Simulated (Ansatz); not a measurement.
A structure relaxed at r2SCAN-D4/def2-TZVP in Ansatz, charge 0, singlet:

| atom | x (Å) | y (Å) | z (Å) |
| --- | --- | --- | --- |
| Ge1 | -0.6815 | -0.5602 | 2.0972 |
| Ge2 | 0.0196 | 0.0153 | -0.0534 |
| Se3 | 0.6619 | 0.5449 | -2.0437 |

Q: Give its formula and point group.

A: Ge2Se. Point group C∞v (tolerance 0.1 Å).

Q: Summarise the bond lengths by kind (pairs closer than 1.2 times the sum of covalent radii, bridged metal pairs left out).

A: 1 × Ge–Ge 2.33 Å; 1 × Ge–Se 2.16 Å.

The restricted singlet is unstable towards broken spin symmetry in Hartree–Fock (as tested in another run); at r2SCAN-D4/def2-TZVP this wasn't settled. An occupied level of the charge 0 singlet lies above an empty one (by up to 0.19 eV), so this SCF solution is probably not the lowest. Another isomer (singlet) lies 1.96 eV lower at PBE0-D4/def2-TZVP; other spin states weren't run for this one.
